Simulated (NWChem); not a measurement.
Species: CH$_{4}$NO cation; SMILES [OH+]=CN

```xyz
7

N      0.1727    -1.1126     0.0000
C     -0.4284     0.0362     0.0000
O      0.1227     1.1868     0.0000
H      1.1878    -1.2212     0.0000
H     -0.3786    -1.9708     0.0000
H     -1.5261     0.0609     0.0000
H      1.0968     1.2080     0.0000
```
Atoms are numbered in this order, from 1.

Computed with NWChem. Geometry: optimised at PBE0/def2-SVP.

What does the run give for TPSS/def2-TZVP? Quantities: highest occupied level (eV); orbital gap (eV).


```
Item                         Result
---------------------------  ------
highest occupied level (eV)  -14.61
orbital gap (eV)               6.59
```
